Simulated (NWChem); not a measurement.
System: Br anion

Here is an NWChem input.

```
start job
memory heap 200 mb stack 900 mb global 1100 mb
charge -1
geometry units angstroms noautosym nocenter noautoz
  Br     0.000000     0.000000     0.000000
end
basis spherical
  Br library def2-svpd
end
dft
  xc hfexch
  iterations 150
end
property
  response 1 0.0
end
task dft property
```

Excerpt of the output:

```
             Northwest Computational Chemistry Package (NWChem) 7.3.0
             --------------------------------------------------------

                             Geometry "geometry" -> ""
                             -------------------------

 Output coordinates in angstroms (scale by  1.889725989 to convert to a.u.)

  No.       Tag          Charge          X              Y              Z
 ---- ---------------- ---------- -------------- -------------- --------------
    1 Br                  35.0000     0.00000000     0.00000000     0.00000000

 Effective nuclear repulsion energy (a.u.)       0.0000000000

  xc_inp: hfexch multiplicative factor not found.
                              NWChem Property Module
                              ----------------------

                                 NWChem DFT Module
                                 -----------------

 Summary of "ao basis" -> "ao basis" (spherical)
 ------------------------------------------------------------------------------
       Tag                 Description            Shells   Functions and Types
 ---------------- ------------------------------  ------  ---------------------
 Br                        def2-svpd                15       41   6s5p4d

            General Information
            -------------------
          SCF calculation type: DFT
          Wavefunction type:  closed shell.
          No. of atoms     :     1
          No. of electrons :    36
           Alpha electrons :    18
            Beta electrons :    18
          Charge           :    -1
          Spin multiplicity:     1
          Use of symmetry is: off; symmetry adaption is: off
          Maximum number of iterations: 150
          AO basis - number of functions:    41
                     number of shells:    15
          Convergence on energy requested:  1.00D-06
          Convergence on density requested:  1.00D-05
          Convergence on gradient requested:  5.00D-04

              XC Information
              --------------
                     Hartree-Fock (Exact) Exchange  1.000

      Superposition of Atomic Density Guess
      -------------------------------------

 Sum of atomic energies:       -2572.08829021

 Renormalizing density from      35.00 to     36

      Non-variational initial energy
      ------------------------------

 Total energy =   -2615.729396
 1-e energy   =   -3683.616997
 2-e energy   =    1067.887601
 HOMO         =       0.092747
 LUMO         =       0.327311

   convergence    iter        energy       DeltaE   RMS-Dens  Diis-err
 ---------------- ----- ----------------- --------- --------- ---------
 d= 0,ls=0.0,diis     1  -2571.3632016231 -2.57D+03  6.97D-02  2.14D+01
 d= 0,ls=0.0,diis     2  -2571.9598181812 -5.97D-01  2.83D-02  4.88D+00
 d= 0,ls=0.0,diis     3  -2572.1770144469 -2.17D-01  1.63D-03  1.69D-03
 d= 0,ls=0.0,diis     4  -2572.1772748369 -2.60D-04  3.12D-04  5.77D-05
 d= 0,ls=0.0,diis     5  -2572.1772913649 -1.65D-05  1.42D-04  5.66D-06
  Resetting Diis
 d= 0,ls=0.0,diis     6  -2572.1772924266 -1.06D-06  1.14D-05  3.43D-08
 d= 0,ls=0.0,diis     7  -2572.1772924316 -5.05D-09  3.89D-07  1.15D-10

         Total DFT energy =    -2572.177292431604
      One electron energy =    -3593.005474606343
           Coulomb energy =     1110.663845103838
    Exchange-Corr. energy =      -89.835662929099
 Nuclear repulsion energy =        0.000000000000

 Numeric. integr. density =        0.000000000000

                       DFT Final Molecular Orbital Analysis
                       ------------------------------------

 Vector   16  Occ=2.000000D+00  E=-1.402118D-01
              MO Center= -9.5D-13, -9.0D-13,  4.3D-13, r^2= 1.8D+00
   Bfn.  Coefficient  Atom+Function         Bfn.  Coefficient  Atom+Function
  ----- ------------  ---------------      ----- ------------  ---------------
    18      0.536533  1 Br pz                15      0.454594  1 Br pz
    12     -0.305989  1 Br pz                16     -0.191270  1 Br px
    13     -0.162059  1 Br px                21      0.136116  1 Br pz
    10      0.109083  1 Br px                17     -0.101016  1 Br py
     9      0.099150  1 Br pz                14     -0.085589  1 Br py

 Vector   17  Occ=2.000000D+00  E=-1.402118D-01
              MO Center=  9.2D-14,  1.1D-13,  3.0D-14, r^2= 1.8D+00
   Bfn.  Coefficient  Atom+Function         Bfn.  Coefficient  Atom+Function
  ----- ------------  ---------------      ----- ------------  ---------------
    16      0.482932  1 Br px                13      0.409179  1 Br px
    10     -0.275420  1 Br px                17      0.233867  1 Br py
    18      0.216193  1 Br pz                14      0.198151  1 Br py
    15      0.183176  1 Br pz                11     -0.133376  1 Br py
    12     -0.123297  1 Br pz                19      0.122518  1 Br px

[...]

 DFT Linear Response polarizability / au
 Frequency  =       0.0000000 / au
              X              Y              Z
 -----------------------------------------------
 X      36.7995812     -0.0000000      0.0000000
 Y      -0.0000000     36.7995812     -0.0000000
 Z       0.0000000     -0.0000000     36.7995812
 -----------------------------------------------
 Eigenvalues =      36.7995812     36.7995812     36.7995812
 Isotropic   =      36.7995812
 Anisotropic =       0.0000000
 -----------------------------------------------

 Magnetic Dipole Response Matrix (nonzero elements):

 Exiting AOResponse driver routine
```

Level: Hartree-Fock/def2-SVPD.
